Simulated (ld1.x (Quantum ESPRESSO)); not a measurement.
## Varying the TM potential for Rb (Z = 37)

Base potential:

rubidium (Rb), norm-conserving Troullier–Martins (Kleinman–Bylander form), made with ld1.x (Quantum ESPRESSO) 7.5 (PBE, scalar-relativistic). Core [Kr], reference 5s1 5p0. Waves: 5p (bound, empty): rc 4.05 bohr; 4d channel at 0.35 Ry: rc 4.05 bohr; 5s (bound): rc 4.20 bohr. Local part: the s channel. Core correction: Bessel-smoothed model core, default radius (core density twice the valence density).

All-electron outer shells of the reference configuration (PBE, scalar-relativistic, ld1.x):

| shell | level (eV) | outermost node (bohr) | outermost maximum (bohr) |
| --- | --- | --- | --- |
| 4s | -31.89 | 0.62 | 1.25 |
| 4p | -15.96 | 0.64 | 1.42 |
| 5s | -2.23 | 1.79 | 4.38 |
| 5p | -0.75 | 2.21 | 6.21 |

Cutoffs, loose and tight: the cutoffs (Ry, on a coarse ladder) from which the occupation-weighted sum of valence levels, in a spherical-Bessel basis at the reference potential, stays within 10 and 1 mRy of its value at 400 Ry. They do not see the model core or the augmentation charge, which bear on the density cutoff. Test errors are all-electron minus pseudo excitation energies from the reference, over the configurations 5s0.5 5p0; 5s0 5p1. A dash means not determined; rows that change the core or the reference have their own tests.

A true bound ghost makes a file unfit for plane-wave use even where its test errors are small: the radial tests pick states by their node count and pass the ghost by.

```csv
change,outcome,"cutoff, loose","cutoff, tight",bound ghosts,largest test error (meV)
base,generated,6 Ry,6 Ry,none,-5.3
wave 5p (bound): rc 4.05 bohr becomes 5p (bound): rc 2.56 bohr,generated,6 Ry,6 Ry,p,-2.7
wave 5p (bound): rc 4.05 bohr becomes 5p (bound): rc 3.04 bohr,generated,6 Ry,6 Ry,p,-3.2
wave 5p (bound): rc 4.05 bohr becomes 5p (bound): rc 3.34 bohr,generated,6 Ry,6 Ry,p,-3.0
wave 5p (bound): rc 4.05 bohr becomes 5p (bound): rc 3.68 bohr,generated,6 Ry,6 Ry,p,-4.1
wave 5p (bound): rc 4.05 bohr becomes 5p (bound): rc 4.08 bohr,generated,6 Ry,6 Ry,none,-5.8
wave 5p (bound): rc 4.05 bohr becomes 5p (bound): rc 4.50 bohr,generated,6 Ry,6 Ry,none,-6.8
wave 5p (bound): rc 4.05 bohr becomes 5p (bound): rc 5.02 bohr,generated,6 Ry,6 Ry,none,-7.3
wave 5p (bound): rc 4.05 bohr becomes 5p (bound): rc 5.38 bohr,generated,6 Ry,6 Ry,none,-7.2
wave 5p (bound): rc 4.05 bohr becomes 5p (bound): rc 5.68 bohr,generated,6 Ry,6 Ry,none,-7.0
wave 5p (bound): rc 4.05 bohr becomes 5p (bound): rc 6.12 bohr,generated,6 Ry,6 Ry,none,-6.2
```

Reading the sweep of the p radius (base included, trends over the rows without a ghost): The loose cutoff stays near 6 Ry. The median size of the test errors (rows with all tests solved) stays near 4.2 meV. Bound ghosts are found at 2.56, 3.04, 3.34, 3.68 bohr.
